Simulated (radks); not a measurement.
Results of a calculation; reference values are marked as such.
Problem. The mean radii <r> (bohr) of the occupied orbitals of an atom or ion are listed with their occupations. Code: a radial shooting solver on a logarithmic mesh with Libxc functionals. Model: scalar-relativistic Kohn-Sham, Slater X-alpha with alpha = 0.959, spin-unpolarised, spherical densities, finite nucleus; Fermi nuclear charge, rms radius of each element as measured or else 0.836 A^(1/3) + 0.57 fm.

orbital  occ.      <r>
1s          2  0.04266
2s          2   0.1886
2p          6   0.1643
3s          2   0.5461
3p          6   0.5562
3d         10   0.5736
4s          2    1.583
4p          4    1.865

Name the element and its charge.

Solution. Z = 35, bromine, charge +1: Br+ in [Ar] 3d10 4s2 4p4. The 1s radius gives Z: for a bare nucleus <r> = (2 gamma + 1)/(2Z) with gamma = sqrt(1 - (Z/c)^2), 0.04191 bohr for Z = 35, and screening makes it slightly larger (0.04266 here). The occupations add up to 34, and the charge is Z minus that.
